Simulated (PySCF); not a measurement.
Series: cyclo[n]carbon rings. Isolated molecules, 0 K electronic values unless said otherwise. Each species was relaxed from one start; no search for lower structures was made at this level. Strings in code marks are SMILES.

All values below come from PBE-D3(BJ)/def2-SVP // CAM-B3LYP-D3(BJ)/def2-SVP in PySCF. All candidates: neutral, multiplicity 1. 

```
Property          Value
-------------  --------
LUMO           -4.30 eV
dipole moment    0.00 D
HOMO–LUMO gap   1.28 eV
```

Identify which member has these values.
A) cyclo[26]carbon `c1c#cc#cc#cc#cc#cc#cc#cc#cc#cc#cc#cc#cc#1`
B) cyclo[22]carbon `c1c#cc#cc#cc#cc#cc#cc#cc#cc#cc#cc#1`
C) cyclo[16]carbon `C1#CC#CC#CC#CC#CC#CC#CC#C1`
D) cyclo[14]carbon `c1c#cc#cc#cc#cc#cc#cc#1`

C, cyclo[16]carbon `C1#CC#CC#CC#CC#CC#CC#CC#C1`. The others give cyclo[26]carbon `c1c#cc#cc#cc#cc#cc#cc#cc#cc#cc#cc#cc#cc#1`: -4.04 eV, 0.02 D, 1.97 eV; cyclo[22]carbon `c1c#cc#cc#cc#cc#cc#cc#cc#cc#cc#cc#1`: -3.90 eV, 0.00 D, 2.17 eV; cyclo[14]carbon `c1c#cc#cc#cc#cc#cc#cc#1`: -3.44 eV, 0.00 D, 2.89 eV
